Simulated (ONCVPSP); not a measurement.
# Transferability test, ONCV potential for iridium (Ir)

- Element: Ir
- Generator: ONCVPSP 4.0.1
- Type: optimised norm-conserving Vanderbilt (ONCV)
- Functional: PBE
- Relativity: scalar-relativistic
- Frozen core: [Kr] 4d10 4f14
- Valence charge: 17
- Reference configuration: 5s2 5p6 5d7 6s1.5 6p0.5
- Partial waves: 5s+6s: rc 1.65 bohr, ncon 5, nbas 8, qcut 5.8 1/bohr, 2 projectors; 5p+6p: rc 2.20 bohr, ncon 4, nbas 8, qcut 5.3 1/bohr, 2 projectors; 5d: rc 2.15 bohr, ncon 3, nbas 8, qcut 5.9 1/bohr, 3 projectors, debl 1.3 Ha
- Local potential: polynomial inside 1.10 bohr (lpopt 5, dvloc0 6 Ha)
- Core correction: Teter function, fcfact 4, rcfact 1.2

Energies are relative to the spin-unpolarised reference configuration 5s2 5p6 5d7 6s1.5 6p0.5; without spin polarisation the order of configurations can differ from experiment. Not all tests gave a result: 1 of 4 tests not solved or not reliable.

| valence configuration | charge | ΔE all-electron (eV) | error AE − PS (meV) |
| --- | --- | --- | --- |
| 5s2 5p6 5d7 6s2 6p0 | 0 | -2.605 | +0.6 |
| 5s2 5p6 5d7 6s1 6p0 | +1 | 7.275 | -2.8 |
| 5s2 5p6 5d7 6s0 6p0 | +2 | 24.744 | -12 |

Levels in the configuration 5s2 5p6 5d7 6s2 6p0:

```csv
level,all-electron (eV),pseudo (eV)
5s,-97.986,-97.967
5p,-54.699,-54.692
5d,-7.148,-7.149
6s,-6.331,-6.331
```
